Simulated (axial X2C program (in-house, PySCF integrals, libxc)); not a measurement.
Outer orbitals of CoC⁻ at 1.712 Å, PBE0

All values were computed with an in-house all-electron X2C program for linear molecules (integrals from PySCF). Spin-free means the one-electron spin-free X2C Hamiltonian; two-component (2c) means X2C with spin–orbit coupling and atomic mean-field two-electron Coulomb and Gaunt terms, so the difference of the two also holds small scalar two-electron terms. Basis: Co dyall-acv3z [10s11p7d4f2g], C dyall-av3z [8s7p3d2f] (cores contracted in-house); Gaussian nuclei, density fitting, unrestricted open shells. Masses: Co 58.933 u, C 12.000 u.

The distance is close to the 2c PBE0 minimum; the highest filled and lowest empty levels are listed.

Spin-free orbitals, state M_S = 0, Λ = 3 (beyond evenly filled blocks: π+α, δ+α, δ+β, δ-β) (Löwdin shares):

```csv
symmetry,occupied,ε (eV),atomic character
σα,yes,-10.78,"63% C s, 13% Co d, 12% Co p"
σβ,yes,-8.42,"54% C s, 23% Co d, 10% Co p"
π+β,yes,-3.52,"92% Co d, 6% C p"
π-β,yes,-3.52,"92% Co d, 6% C p"
δ+β,yes,-3.40,99% Co d
δ-β,yes,-3.40,99% Co d
σβ,yes,-2.98,"69% Co d, 13% C s, 10% C p"
π+α,yes,-2.80,"61% Co d, 36% C p"
σα,yes,-2.25,"53% C p, 35% Co d, 7% C s"
π-α,yes,-1.76,"63% C p, 28% Co d, 6% Co p"
δ+α,yes,-1.43,99% Co d
σα,yes,-0.08,"43% Co s, 24% Co d, 21% C p"
σβ,yes,-0.02,"39% Co s, 38% C p, 15% Co p"
π+α,yes,0.36,"43% C p, 37% Co d, 18% Co p"
σα,no,1.90,"95% Co p, 3% Co s"
σβ,no,1.93,"92% Co p, 5% Co s"
π-α,no,1.98,99% Co p
π+α,no,1.99,99% Co p
```

The highest filled level is positive, so this functional does not bind it, and the empty levels of an anion are set by the basis.

Spinors with spin–orbit coupling (state Ω = 3):

```tsv
ω	occupied	ε (eV)	atomic character	λ mixture
-1/2	yes	-10.78	63% C s, 13% Co d, 12% Co p	100% σ
1/2	yes	-8.42	54% C s, 23% Co d, 10% Co p	100% σ
-1/2	yes	-3.56	92% Co d, 6% C p	100% π
3/2	yes	-3.49	92% Co d, 6% C p	100% π
-3/2	yes	-3.47	99% Co d	100% δ
5/2	yes	-3.33	99% Co d	100% δ
1/2	yes	-3.00	68% Co d, 13% C p, 12% C s	86% σ, 14% π
1/2	yes	-2.79	62% Co d, 32% C p	86% π, 14% σ
-1/2	yes	-2.25	53% C p, 35% Co d, 7% C s	100% σ
-3/2	yes	-1.75	64% C p, 28% Co d, 6% Co p	100% π
3/2	yes	-1.49	99% Co d	100% δ
-1/2	yes	-0.08	43% Co s, 24% Co d, 21% C p	100% σ
1/2	yes	-0.02	39% Co s, 38% C p, 15% Co p	100% σ
1/2	yes	0.34	43% C p, 36% Co d, 18% Co p	100% π
-1/2	no	1.92	96% Co p, 3% Co s	100% σ
1/2	no	1.94	94% Co p, 5% Co s	100% σ
-3/2	no	1.98	99% Co p	100% π
1/2	no	1.99	99% Co p	100% π
```

The highest filled level is positive, so this functional does not bind it, and the empty levels of an anion are set by the basis.

How does the gap between the highest filled and lowest empty level change from the spin-free to the 2c table?

From 1.54 to 1.58 eV at PBE0, a change of 0.04 eV.

Mulliken charges and populations of the two-component result (they depend on the basis, above all on diffuse functions):

Co -0.42 e (s 7.36 p 12.43 d 7.62 f 0.01), C -0.58 e (s 3.82 p 2.72 d 0.03 f 0.01). ⟨Lz⟩ = 3.00 ħ and ⟨Sz⟩ = 0.00 ħ (0.96 and -0.96 on the two atoms), which add up to Ω.

One determinant describes the state; a PBE0 search over occupations chose it and may have missed a lower one. Density functionals use the spin component along the axis (collinear). Other states lie close and PBE0, whose exact exchange favours high spin, may order them wrongly; the determinant shown need not be the ground state. The nearest other spin-free determinant of the search, M_S = 1, Λ = 3, lies 0.15 eV up at the distance of the search. Without a current term, density functionals place determinants with orbital angular momentum somewhat too high. With several unpaired electrons one determinant need not be a pure state. The highest occupied level of some functionals is positive through self-interaction error; at Hartree–Fock it is bound. The determinant is spin-polarised beyond a pure state at some levels (its spin-free form has ⟨S²⟩ too high), which makes Re and μ there less reliable.
